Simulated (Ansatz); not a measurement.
Input (CCSDT(Q)/def2-SVP; Ansatz, a first-principles code):

Ansatz 0.2 input:
```yaml
crystal:
  periodic: [false, false, false]
  atoms:
    - {symbol: Hg, position_ang: [0.00000000, 0.00000000, 0.00000000]}
    - {symbol: Br, position_ang: [0.00000000, 0.00000000, 2.42485796]}
    - {symbol: Br, position_ang: [-0.00000000, -0.00000000, -2.42485796]}
basis:
  gaussian:
    orbitals: def2-SVP
magnetization: {spin_polarized: false}
correlation: {method: ccsdt_q, electrons: outside_noble_gas}
```

Output:

```
Functional definition: HF
integrals: 0.16 GiB planned
1577 factors; integrals over basis functions are off by at most 1.7e-7 eV
mean field: 0.81 GiB planned
mean field evaluation 1: about -144131.7337 eV, gradient 2.0e1 eV
mean field evaluation 2: about -144132.0920 eV, gradient 2.0e1 eV
mean field evaluation 4: about -144133.3900 eV, gradient 1.3e0 eV
mean field evaluation 8: about -144133.4024 eV, gradient 7.4e-5 eV
mean field evaluation 16: about -144132.8889 eV, gradient 1.2e0 eV
mean field -144133.40240592 eV, -5296.8048412886 hartree, gradient 4.9e-6 eV, S^2 0.000000; 0 other end points of the search recorded, 0 dependent functions left out
32 core orbitals not correlated
reference -144133.40240592 eV, -5296.8048412886 hartree; 13, 13 occupied and 51, 51 virtual orbitals, 1577 factors
second order -14.28022677 eV of doubles, -0.00000000 eV of singles
coupled cluster: 2.09 GiB planned
cycle   1  -14.02853781 eV  change    2.5e-1 eV  update   1.1e-1
cycle   2  -14.53158523 eV  change   -5.0e-1 eV  update   4.7e-2
cycle   3  -14.77025030 eV  change   -2.4e-1 eV  update   2.6e-2
cycle   4  -14.74106874 eV  change    2.9e-2 eV  update   8.7e-3
cycle   5  -14.71622890 eV  change    2.5e-2 eV  update   4.0e-3
cycle   6  -14.72070684 eV  change   -4.5e-3 eV  update   1.4e-3
cycle   7  -14.72243383 eV  change   -1.7e-3 eV  update   5.5e-4
cycle   8  -14.72217314 eV  change    2.6e-4 eV  update   2.1e-4
cycle   9  -14.72196282 eV  change    2.1e-4 eV  update   8.5e-5
cycle  10  -14.72201797 eV  change   -5.5e-5 eV  update   3.5e-5
cycle  11  -14.72194104 eV  change    7.7e-5 eV  update   1.4e-5
cycle  12  -14.72195719 eV  change   -1.6e-5 eV  update   4.9e-6
cycle  13  -14.72196009 eV  change   -2.9e-6 eV  update   2.1e-6
cycle  14  -14.72196102 eV  change   -9.4e-7 eV  update   7.3e-7
perturbative correction -0.02891888 eV, -0.0010627492 hartree
Total energy: -144148.15328583 eV, -5297.3469261266 hartree
```
